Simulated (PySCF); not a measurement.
# Predicted spectroscopic data

[PySCF 2.14.0 with density-fitted response routines: B3LYP/pcJ-1 coupling constants; PBE0/pcSseg-1 with gauge-including orbitals; structure optimised with PBE0-D3(BJ)/def2-SVP; one averaged value for each set of equivalent atoms; isolated molecule; non-relativistic Hamiltonian; one conformer]

Shifts are taken against calculated references (same method and geometry level): TMS for ¹H and ¹³C. Multiplet labels drop J under 1 Hz and among equivalent protons, and merge close values. Unscaled 3J(H,H) run several per cent high. Where no couplings were computed, multiplicities follow the n + 1 count of equivalent neighbours, and m marks all less simple cases (inequivalent or close neighbours, rings, F or P nearby). Shifts are as computed. Against solution values, carbons near 30 ppm lie about +2 ppm off and those near 130 ppm about +5 ppm. Of 1211 compounds with measured shifts, 218 miss one by over three times the rms of a fit or turn the order of signals round; such compounds aren't used in these exercises.

Compound 1 (C₃H₄N₂). ¹H NMR (500 MHz, computed): δ 7.25 (q, J = 3.4 Hz, 1H), 3.94 (d, J = 3.4 Hz, 3H). ¹³C{¹H} NMR (computed): δ 138.0, 113.4, 49.8. Structure: SMILES C/N=C\C#N.

Compound 2 (C₉H₁₆). ¹H NMR (500 MHz, computed): δ 2.27 (m, 1H), 1.81 (m, 1H), 1.55 (m, 1H), 1.50 (m, 1H), 1.40 (m, 1H), 1.36 (m, 1H), 1.34 (m, 1H), 1.33 (m, 1H), 1.32 (m, 1H), 1.32 (m, 1H), 1.04 (m, 3H), 0.99 (m, 1H), 0.92 (m, 1H), 0.90 (m, 1H). ¹³C{¹H} NMR (computed): δ 52.9 (CH), 45.5 (CH), 44.8 (CH), 38.6 (CH2), 36.8 (CH2), 35.1 (CH2), 33.6 (CH2), 25.8 (CH2), 20.9 (CH3). Structure: SMILES [C@@H]1(C)CC[C@H]2CCC[C@@H]12.
